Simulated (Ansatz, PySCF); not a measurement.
Complex: PH3 (SMILES P) (first 4 atoms) with Si2H6 (SMILES [SiH3][SiH3]); geometry from B3LYP-D3(BJ)/def2-TZVP, rigid monomers moved along the line of their centres of mass till H4···Si5 is 3.10 Å.
(charge 0, multiplicity 1):
```xyz
12

P     -0.3602     0.2282    -0.0754
H      0.7813    -0.1793     0.6606
H      0.3673     1.1782    -0.8387
H     -0.7495     1.1836     0.8977
Si     0.6565     0.8478     3.6356
Si    -0.8288    -0.9656     3.5737
H      0.0027     2.0727     3.1156
H      1.8578     0.5650     2.8143
H      1.0858     1.0970     5.0338
H     -2.0136    -0.6810     4.4193
H     -0.1618    -2.1872     4.0861
H     -1.2894    -1.2252     2.1886
```

Counterpoise-corrected where a basis set is named; no monomer relaxation.

Cores are frozen in the correlated methods.

The values were computed with Ansatz (a program for electronic structure) with Gaussian orbitals; PySCF for the dispersion terms. Values without a source in brackets are computed.

PBE/def2-TZVPPD gives 45.5 meV for the interaction energy.

Task: Predict the shift from PBE, with its sign, for: PBE-D3(BJ)/def2-TZVPPD, r2SCAN/def2-TZVPPD, PBE0/def2-TZVPPD, wB97M-V/def2-TZVPPD, MP2/aug-cc-pV(D+d)Z, CCSD(T)/aug-cc-pV(D+d)Z.

Result: PBE-D3(BJ)/def2-TZVPPD -96.6; r2SCAN/def2-TZVPPD -30.5; PBE0/def2-TZVPPD -0.9; wB97M-V/def2-TZVPPD -73.9; MP2/aug-cc-pV(D+d)Z -34.4; CCSD(T)/aug-cc-pV(D+d)Z -27.8 meV. 0 of 6 lie above PBE; the widest gap is to PBE-D3(BJ)/def2-TZVPPD.
